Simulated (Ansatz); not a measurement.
Compare A (`BSC=O`) with its isomer B (`B1OCS1`).

Program: Ansatz. Geometries: PBE0-D4/def2-TZVP. ΔE: electronic, gas phase. CCSD(T)/CBS adds triple-zeta CCSD(T) − MP2 to the extrapolated MP2 energy (def2 sets, frozen cores). DFT in def2-TZVPP. B3LYP here is the variant with VWN-RPA as its local correlation; programs differ in this. Each species was taken in one conformer, which may not be the lowest.

A:

```xyz
7

B    -1.283    0.427    0.141
S    -0.313   -0.451   -1.046
C     1.289   -0.467   -0.215
O     2.255   -0.974   -0.681
H    -2.430    0.612   -0.115
H    -0.775    0.807    1.152
H     1.256    0.046    0.765
```

B:

Z-matrix (Å, degrees):
```
C
O 1 1.421
B 1 2.066 2 41.3
S 1 1.836 2 96.2 3 -0.0
H 1 1.090 2 111.4 3 -117.4
H 1 1.090 2 111.4 3 117.4
H 3 1.188 1 169.7 2 0.0
```

**Question.** Which isomer does CCSD(T)/CBS put lower? Give the gap. (Best estimate.)

**Answer.** The calculation gave: B, by 111.8 kJ/mol.

**Question.** Give E(B) − E(A) in kJ/mol with BLYP-D4, CCSD(T)/def2-TZVPP, MP2/def2-TZVPP, LDA (SPW92), PBE0-D4, r2SCAN-D4, B3LYP-D4. (Best estimate.)

**Answer.** Ansatz gave: BLYP-D4 -77.8, CCSD(T)/def2-TZVPP -108.5, MP2/def2-TZVPP -114.6, LDA (SPW92) -125.4, PBE0-D4 -111.8, r2SCAN-D4 -100.6, B3LYP-D4 -92.0. None reverses the order clearly.

**Question.** Does the order hold for the free energy at 298.15 K (harmonic terms from PBE0-D4)? (An estimate is asked.)

**Answer.** Computed: Yes: G(B) − G(A) = -95.2 kJ/mol, for one conformer each.

Largest T1 diagnostic: 0.018.

From r2SCAN to r2SCAN0 (25 % exact exchange), in def2-TZVPP and without D4, E(B) − E(A) moves by −12.3 kJ/mol. At CCSD(T), def2-SVP lies +6.1 kJ/mol from the extrapolated value and def2-TZVPP +3.2 kJ/mol.
